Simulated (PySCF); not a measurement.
C2H2F, SMILES F[C]=C, multiplicity 2. Atoms are numbered in the order given.

```xyz
5

C     -0.1191    -1.1975     0.0000
C      0.4279    -0.0072     0.0000
F     -0.1285     1.1799     0.0000
H     -1.1996    -1.3118     0.0000
H      0.5029    -2.0794     0.0000
```
Charge 0, spin multiplicity 2.

Geometry optimised at B3LYP-D3(BJ)/def2-TZVP. The isomer is the one that the SMILES or the coordinates give; other isomers of the formula were not compared.

The numbers are results of r2SCAN/def2-TZVPD in PySCF, not measurements.

Mulliken values depend strongly on the basis, most of all with diffuse functions as here. ESP charges are fitted to the potential on shells at 1.4 to 2.0 van der Waals radii. Atomic charges (e):

| atom | Mulliken | ESP fit | Mulliken spin |
|---|---|---|---|
| C1 | -0.49 | -0.56 | -0.20 |
| C2 | 0.22 | 0.13 | 1.01 |
| F3 | -0.18 | -0.05 | 0.08 |
| H4 | 0.21 | 0.25 | 0.09 |
| H5 | 0.23 | 0.23 | 0.01 |
